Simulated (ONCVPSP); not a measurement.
## An all-electron radial function and its pseudo partner (germanium (Ge))

Columns: radius, all-electron u(r) and pseudo u(r) of the 3p shell (level -115.43 eV) of germanium in the configuration [Ne] 3s2 3p6 3d10 4s2 4p2; PBEsol, scalar-relativistic, ONCV scheme, ONCVPSP 4.0.1.

```tsv
r (bohr)	all-electron	pseudo
0.062	-0.5223	0.0493
0.125	-0.6977	0.1911
0.188	-0.3536	0.4005
0.250	0.1633	0.6389
0.312	0.6420	0.8734
0.375	1.0030	1.0762
0.438	1.2240	1.2216
0.500	1.3250	1.2999
0.562	1.3400	1.3165
0.625	1.2949	1.2805
0.688	1.2125	1.2059
0.750	1.1117	1.1094
0.812	1.0028	1.0023
0.875	0.8916	0.8914
0.938	0.7848	0.7846
1.000	0.6868	0.6866
1.062	0.5973	0.5972
1.125	0.5156	0.5155
1.188	0.4432	0.4431
1.250	0.3805	0.3804
1.312	0.3257	0.3256
1.375	0.2774	0.2773
1.438	0.2358	0.2357
1.500	0.2005	0.2005
1.562	0.1703	0.1702
1.625	0.1440	0.1440
```

(1) How many radial nodes do the two functions have?

(2) At about which radius was the pseudo-wave matched?

(3) Is the pseudo-wave norm-conserving?

Results:

(1) The all-electron 3p function has n − l − 1 = 1; the pseudo-wave has 0, since the states of the same l below it are removed with the core.

(2) 1.00 bohr. The columns agree to 0.0005 from 0.81 bohr on; several derivatives are matched, so the curves merge somewhat inside the radius.

(3) Yes: the ONCV scheme keeps the norm inside the radius equal to the all-electron one, which fixes the energy derivative of the logarithmic derivative at the level.
